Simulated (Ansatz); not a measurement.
Basis-set series for `CCC[O][AlH2]`. Charge 0, multiplicity 1. Geometry: relaxed with PBE0-D4/def2-TZVP. It is one conformer, not always the lowest.

| functional | basis | functions | energy (Eh) | HOMO (eV) | LUMO (eV) |
| --- | --- | --- | --- | --- | --- |
| PBE0-D4 | def2-TZVPP | 292 | -437.16390 | -8.01 | -0.96 |
| PBE0-D4 | def2-QZVPP | 568 | -437.18296 | -8.03 | -1.03 |
| ωB97M-V | def2-TZVPP | 292 | -437.38855 | -10.34 | 0.62 |
| ωB97M-V | def2-QZVPP | 568 | -437.40705 | -10.35 | 0.32 |

Task: Give the rows for def2-SVP. (Best estimate.)

Result: The calculation gave: 
```json
{"functional": "PBE0-D4", "basis": "def2-SVP", "functions": "119", "energy (Eh)": "-436.85790", "HOMO (eV)": "-7.94", "LUMO (eV)": "-0.83"}
{"functional": "ωB97M-V", "basis": "def2-SVP", "functions": "119", "energy (Eh)": "-437.07185", "HOMO (eV)": "-10.23", "LUMO (eV)": "0.87"}
```

Positive LUMOs are unbound and depend on the basis.

Program: Ansatz 0.2.0.
